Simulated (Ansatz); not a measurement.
B2GeH7N, SMILES `[BH2][GeH2][BH]N`. Charge 0, multiplicity 1.

```
atom    x (Å)    y (Å)    z (Å)
  B1  -0.9953  -0.7809  -1.8514
 Ge2  -0.4354   0.7506  -0.6169
  B3   1.0287   0.0412   0.6726
  N4   0.7536  -0.1136   2.0198
  H5  -1.9155  -1.4930  -1.5756
  H6  -0.3646  -1.0350  -2.8349
  H7  -1.6273   1.2877   0.2119
  H8   0.1372   1.9369  -1.4209
  H9   2.1195  -0.2545   0.2770
 H10   1.4321  -0.4559   2.6813
 H11  -0.1330   0.1166   2.4373
```

(1) List the harmonic frequencies (cm⁻¹, unscaled) at PBE0-D4/def2-TZVP in Ansatz. (An estimate is asked.)

(2) Is this a minimum?

(3) Give the ideal-gas thermochemistry at 298.15 K and 1 bar (rigid rotor, harmonic oscillator; point group C1, symmetry number 1).

(4) And at 400, 500, 600, 800 and 1000 K?

Answers

(1) Computed: 50, 123, 146, 221, 406, 463, 480, 567, 595, 643, 662, 746, 859, 894, 909, 930, 1138, 1168, 1356, 1642, 2094, 2116, 2584, 2610, 2675, 3595, 3689.

(2) Yes, all 27 modes are real.

(3) Zero-point energy 199.5 kJ/mol; H(298) − E = 221.2 kJ/mol; entropy 351.3 J/(mol·K), of which translation 168.1, rotation 109.5, vibration 73.7; G(298) − E = 116.5 kJ/mol. Modes under 100 cm⁻¹ are hindered rotations or soft bends, so the harmonic entropy is rough.

(4) 
```json
{"T (K)": "400", "H − E (kJ/mol)": "233.9", "S (J/mol/K)": "387.9", "G − E (kJ/mol)": "78.8"}
{"T (K)": "500", "H − E (kJ/mol)": "248.4", "S (J/mol/K)": "420.0", "G − E (kJ/mol)": "38.4"}
{"T (K)": "600", "H − E (kJ/mol)": "264.3", "S (J/mol/K)": "449.1", "G − E (kJ/mol)": "-5.1"}
{"T (K)": "800", "H − E (kJ/mol)": "299.7", "S (J/mol/K)": "499.9", "G − E (kJ/mol)": "-100.2"}
{"T (K)": "1000", "H − E (kJ/mol)": "338.7", "S (J/mol/K)": "543.3", "G − E (kJ/mol)": "-204.6"}
```
